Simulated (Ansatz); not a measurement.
The cluster Si₇W₃⁻, relaxed as a doublet with UKS PBE-D4/def2-SVP in Ansatz, starting from the GFN2-xTB geometry. Force threshold 0.03 eV/Å.

In the def2 sets W takes a core potential; there is no spin–orbit coupling. The charge -1 doublet is spin-contaminated (final ⟨S²⟩ up to 1.13, 0.75 for a pure state). Another isomer (quartet) lies 0.33 eV lower at PBE0-D4/def2-SVP; other spin states weren't run for this one.

Start:

```xyz
10

W    -1.763    1.858    0.102
W     1.111   -1.837   -1.463
W    -0.265   -0.846    2.492
Si    1.153    0.633   -1.414
Si    2.264    1.423    0.461
Si    0.216    1.427    1.586
Si    1.183   -1.990    0.955
Si   -1.307   -1.961   -1.215
Si   -0.699    1.862   -2.088
Si   -1.893   -0.569    0.582
```

```tsv
step	energy (eV)	largest force component (eV/Å)	SCF passes
1	-60576.7686	1.292	104
2	-60577.4705	0.725	68
3	-60577.9331	0.728	63
4	-60578.3046	0.653	65
5	-60578.7372	0.686	63
6	-60579.3123	0.692	60
7	-60579.9585	0.517	71
8	-60580.3425	0.520	109
9	-60580.6739	0.705	54
10	-60580.7660	0.447	60
11	-60580.8378	0.309	51
12	-60580.8651	0.160	55
13 (rejected)	-60580.8650	0.290	60
14	-60580.8792	0.037	57
15	-60580.8817	0.040	52
16	-60580.8831	0.034	53
17 (rejected)	-60580.7947	0.481	64
18	-60580.8835	0.074	60
19 (rejected)	-60580.8829	0.078	53
20	-60580.8843	0.006	49
```

Force components are those of the run's own axes.

End:

```xyz
10

W    -1.537    1.754    0.134
W     0.956   -1.411   -0.971
W    -0.215   -0.528    1.833
Si    0.267    0.900   -1.265
Si    2.027    0.275    0.682
Si    0.438    1.778    1.585
Si    1.610   -2.023    1.325
Si   -1.000   -2.792   -1.037
Si   -1.069    2.684   -2.009
Si   -1.476   -0.636   -0.278
```

Bonds formed: W1–Si4, W2–W3, W2–Si5, W2–Si10, W3–Si5, Si4–Si10, Si5–Si7 (atoms count from 1). Metal–metal contacts that move far: W1–W3 3.91 to 3.14 Å.

No frequencies were taken in this run, so the end may be a saddle point.

Hardware: 4 threads of Arm Neoverse V2 on a shared host. Wall time 5.1 min, peak host memory 0.55 GiB.
